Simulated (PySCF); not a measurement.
From one molecule to another.

First species: C₃H₁₀O₂Si.
Cartesian coordinates in Å at the GFN2-xTB level; atoms count from 1:
```
atom  x, y, z in Å
C1    -2.4247   -0.1570   -0.1177
C2    -1.1602    0.3764   -0.7853
O3    -0.0312    0.3717    0.0613
C4     0.4977   -0.8836    0.3758
O5     1.8253   -0.7538    0.6718
Si6    2.6460    0.6439    0.4440
H7    -2.6101    0.3799    0.8092
H8    -3.2723   -0.0177   -0.7834
H9    -2.3266   -1.2167    0.1066
H10   -1.2928    1.4263   -1.0573
H11   -0.9446   -0.2038   -1.6954
H12   -0.0161   -1.3191    1.2510
H13    0.3771   -1.5732   -0.4817
H14    2.6503    1.0477   -0.9643
H15    2.1285    1.7317    1.2692
H16    3.9462    0.1566    0.8848
```

Second species: C3H10O2Si.
InChI=1S/C3H10O2Si/c1-4-6(3)5-2/h6H,1-3H3

Levels: PBE0/def2-SVPD for dipole moment, HOMO energy, LUMO energy, HOMO–LUMO gap, static isotropic polarisability and electronic spatial extent ⟨r²⟩ about the centre of nuclear charge; TDDFT PBE0/def2-SVPD for lowest singlet excitation; TDA PBE0/def2-SVPD for lowest triplet excitation (Tamm–Dancoff); GFN2-xTB for rotational constant A and rotational constant C. Geometries: GFN2-xTB. Each species is one conformer at its optimised geometry, gas phase, non-relativistic unless stated. Electronic properties by PySCF.

Dipoles, sizes and rotational constants follow the conformer. The torsions of the flexible species, by atom-mapped SMILES:
- `[CH3:1][CH2:2][O:3][CH2:4][O:5][SiH3:6]`: C1–C2–O3–C4 71°, C2–O3–C4–O5 154°, O3–C4–O5–Si6 -9°
- `[CH3:1][O:2][SiH:3]([CH3:4])[O:5][CH3:6]`: C1–O2–Si3–C4 178°, O2–Si3–O5–C6 63°

Question: Which has the higher dipole moment?

Answer: The first: 2.44 D against 1.07 D, a difference of 1.37 D.

Question: Which of the two has the higher HOMO–LUMO gap, and by how much?

Answer: The second: 8.59 eV against 8.11 eV, a difference of 0.48 eV.

Question: Which of the two has the higher S1 energy, and by how much?

Answer: The second: 7.47 eV against 6.86 eV, a difference of 0.61 eV.

Question: Which has the higher ⟨r²⟩?

Answer: The first: 1011 bohr² against 847 bohr², a difference of 164 bohr².

Question: Which of the two has the higher rotational constant A, and by how much?

Answer: The first: 8.176 GHz against 3.167 GHz, a difference of 5.009 GHz.

Question: Which of the two has the higher static isotropic polarisability, and by how much?

Answer: The first: 72.5 au against 69.6 au, a difference of 2.9 au.

Question: Which of the two has the higher HOMO energy, and by how much?

Answer: The first: -7.56 eV against -8.05 eV, a difference of 0.49 eV.

Question: Which has the higher T1 energy?

Answer: The second: 7.32 eV against 6.65 eV, a difference of 0.67 eV.

On the first: In wavenumbers S1 is 55300 cm⁻¹ (1 eV = 8065.54 cm⁻¹). The polarisability is 10.75 Å³ as a volume (1 au = 0.148185 Å³), or 1.25 au for each of the 58 electrons.

On the second: The vertical singlet–triplet gap S1 − T1 is 0.15 eV (TDDFT singlet less Tamm–Dancoff triplet; S1: HOMO→LUMO, weight 0.88; T1: HOMO→LUMO, weight 0.80). No computed singlet falls in the visible range (750 to 380 nm, 1.65 to 3.26 eV); S1 lies 4.21 eV above its blue end.
